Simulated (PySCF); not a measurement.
**Relaxation of quartet H2ReO**

All numbers come from UPBE0 in PySCF with Re def2-TZVP with ECP60, O def2-TZVP, H def2-TZVP; scalar-relativistic core potentials, no spin–orbit coupling; density-fitted integrals. A (50,194) grid was used.

A start displaced from a saddle point along its imaginary mode, of Cs symmetry, held to at least that symmetry:

```xyz
4
charge 0 multiplicity 4, angstrom
Re    0.0000   -0.0019   -0.1252
O     0.0000    0.0066    1.5722
H     1.5240    0.1200   -0.8666
H    -1.5240    0.1200   -0.8666
```

Q: What does it relax to?

A: It ends at Cs with Re–H 1.673 Å (×2), Re–O 1.692 Å; H–Re–H 106.9°, H–Re–O 113.5° (×2). A frequency run shows a minimum. Other isomers or separated fragments may lie lower.

Q: How much energy is released, and in how many steps?

A: 9.4 kJ/mol in 8 steps.

Other spin states or occupations of the open shell can lie lower. No spin–orbit coupling is included, which matters more the heavier the element.
